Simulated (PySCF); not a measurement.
Mapped SMILES: `[CH2:1]=[CH:2][CH2:3][C:4](=[O:5])[O:6][C:7]([CH3:8])([CH3:9])[CH3:10]`; H(Xn) means a hydrogen on atom n. Ha(C1) is cis to C3; Hb(C1) is trans to C3.

- GIAO PBE0/pcSseg-1 shieldings
- structure optimised with GFN2-xTB
- program: PySCF 2.14.0 with density-fitted response routines
- no relativistic terms, equivalent nuclei averaged, one conformer, in vacuum

Chemical shifts δ = σref − σ; ¹³C against TMS, all at this level.

Q: Do the ¹³C shifts follow the atomic charges (in e)? Tabulate both.

A: 
```json
{"atoms": "C4", "hybridisation": "sp2", "δ (ppm)": "177.5", "σ para (ppm)": "-245", "Hirshfeld": "+0.22", "IAO": "+0.53", "Mulliken": "+0.51", "ESP-fitted": "+0.88"}
{"atoms": "C2", "hybridisation": "sp2", "δ (ppm)": "142.0", "σ para (ppm)": "-210", "Hirshfeld": "-0.04", "IAO": "-0.13", "Mulliken": "-0.21", "ESP-fitted": "-0.01"}
{"atoms": "C1", "hybridisation": "sp2", "δ (ppm)": "122.7", "σ para (ppm)": "-187", "Hirshfeld": "-0.11", "IAO": "-0.32", "Mulliken": "-0.15", "ESP-fitted": "-0.52"}
{"atoms": "C7", "hybridisation": "sp3", "δ (ppm)": "81.0", "σ para (ppm)": "-134", "Hirshfeld": "+0.10", "IAO": "+0.24", "Mulliken": "-0.26", "ESP-fitted": "+0.94"}
{"atoms": "C3", "hybridisation": "sp3", "δ (ppm)": "45.0", "σ para (ppm)": "-109", "Hirshfeld": "-0.08", "IAO": "-0.32", "Mulliken": "-0.21", "ESP-fitted": "-0.31"}
{"atoms": "C8/C9/C10", "hybridisation": "sp3", "δ (ppm)": "28.9", "σ para (ppm)": "-92", "Hirshfeld": "-0.13", "IAO": "-0.43", "Mulliken": "-0.17", "ESP-fitted": "-0.64"}
```

Correlation coefficients of δ with charge over these carbons: Hirshfeld +0.62, IAO +0.66, Mulliken +0.66, ESP-fitted +0.50; with the paramagnetic shielding -1.00. With so few points, grouped by hybridisation, these coefficients are fragile. Charge is one influence among several: hybridisation and low-lying excitations act through the paramagnetic term.

Shifts are as computed. Against solution values, carbons near 30 ppm lie about +3 ppm off and those near 130 ppm about +5 ppm. Of 1211 compounds with measured shifts, 218 miss one by over three times the rms of a fit or turn the order of signals round; such compounds aren't used in these exercises.
